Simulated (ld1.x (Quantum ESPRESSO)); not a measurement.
## Varying the ultrasoft potential for Ni

Base potential:

* Element: nickel
* Generator: ld1.x (Quantum ESPRESSO) 7.5
* Type: ultrasoft
* Functional: Wu–Cohen
* Relativity: scalar-relativistic
* Frozen core: [Ne] 3s2
* Valence charge: 16
* Reference configuration: 3p6 3d8 4s2 4p0
* Partial waves: 4s (bound): rcut 1.70, rcutus 1.90 bohr; 4s channel at 1.15 Ry: rcut 1.70, rcutus 1.90 bohr; 3p (bound): rcut 1.15, rcutus 1.25 bohr; 4p (bound, empty): rcut 1.15, rcutus 1.25 bohr; 3d (bound): rcut 0.65, rcutus 0.75 bohr; 3d channel at -0.2 Ry: rcut 0.65, rcutus 0.75 bohr
* Local potential: all-electron potential smoothed inside 1.30 bohr (lloc = -1)
* Core correction: none
* Augmentation charge: built from norm-conserving waves at rcut, not smoothed further

All-electron outer shells of the reference configuration (Wu–Cohen, scalar-relativistic, ld1.x):

| shell | level (eV) | outermost node (bohr) | outermost maximum (bohr) |
| --- | --- | --- | --- |
| 2p | -844.73 | – | 0.16 |
| 3s | -110.84 | 0.30 | 0.64 |
| 3p | -71.31 | 0.27 | 0.65 |
| 3d | -8.91 | – | 0.63 |
| 4s | -5.68 | 0.92 | 2.24 |
| 4p | -1.18 | 1.00 | 3.14 |

Cutoffs, loose and tight: the cutoffs (Ry, on a coarse ladder) from which the occupation-weighted sum of valence levels, in a spherical-Bessel basis at the reference potential, stays within 10 and 1 mRy of its value at 400 Ry. They do not see the model core or the augmentation charge, which bear on the density cutoff. Test errors are all-electron minus pseudo excitation energies from the reference, over the configurations 3p6 3d8 4s1 4p0; 3p6 3d8 4s0 4p0; 3p6 3d7 4s0 4p0; 3p6 3d8 4s0 4p1; 3p6 3d7 4s2 4p0; 3p6 3d9 4s1 4p0; 3p6 3d8 4s0 4p2. A dash means not determined; rows that change the core or the reference have their own tests. The largest error is taken over the tests solved by every variant that gives reliable tests at all: 3p6 3d7 4s0 4p0; 3p6 3d7 4s2 4p0; 3p6 3d8 4s0 4p0; 3p6 3d8 4s0 4p2; 3p6 3d8 4s1 4p0; 3p6 3d9 4s1 4p0.

A true bound ghost makes a file unfit for plane-wave use even where its test errors are small: the radial tests pick states by their node count and pass the ghost by.

Cutoffs are not given where the Bessel-basis levels miss the radial ones by over 6 mRy, ghosts where they miss by over 20 mRy; a channel whose overlap is not positive is not tested.

A file whose overlap is not positive is unfit for use, and its test errors describe a broken file.

| change | outcome | cutoff, loose | cutoff, tight | bound ghosts | largest test error (meV) |
| --- | --- | --- | --- | --- | --- |
| base | generated | – | – | s | -1841 |
| local potential all-electron potential smoothed inside 0.70 bohr (lloc = -1) | generated, overlap not positive | – | – | not determined (overlap not positive) | -1924 |
| local potential all-electron potential smoothed inside 2.18 bohr (lloc = -1) | generated | – | – | not determined | -1581 |
| core [Ar], valence charge 10; reference 3d8 4s2 4p0; waves now 4s (bound): rcut 2.25, rcutus 2.45 bohr; 4s channel at 1.15 Ry: rcut 2.25, rcutus 2.45 bohr; 4p (bound): rcut 2.95, rcutus 3.75 bohr; 4p channel at 2.65 Ry: rcut 2.95, rcutus 3.75 bohr; 3d (bound): rcut 1.65, rcutus 1.75 bohr; 3d channel at -0.2 Ry: rcut 1.65, rcutus 1.75 bohr; local potential all-electron potential smoothed inside 3.70 bohr (lloc = -1); core correction Bessel-smoothed model core inside 1.30 bohr | generated | 35 Ry | 55 Ry | p | -453 |
| reference 3p6 3d7 4s0 4p0 | generated | – | – | not determined | test run stopped at test 1 of 7 (negative rho) |
| core correction a·sin(br)/r model core inside 0.46 bohr | generated | – | – | s | -1849 |
| waves 3p (bound): rcut 0.74, rcutus 0.78 bohr; 4p (bound): rcut 0.74, rcutus 0.78 bohr | generated | 230 Ry | over 300 Ry | s | +58 |
| type TM; waves now 3p (bound): rc 1.25 bohr; 3d (bound): rc 0.75 bohr; 4s (bound): rc 1.90 bohr; local potential the s channel | generated | over 300 Ry | over 300 Ry | none | -1640 |
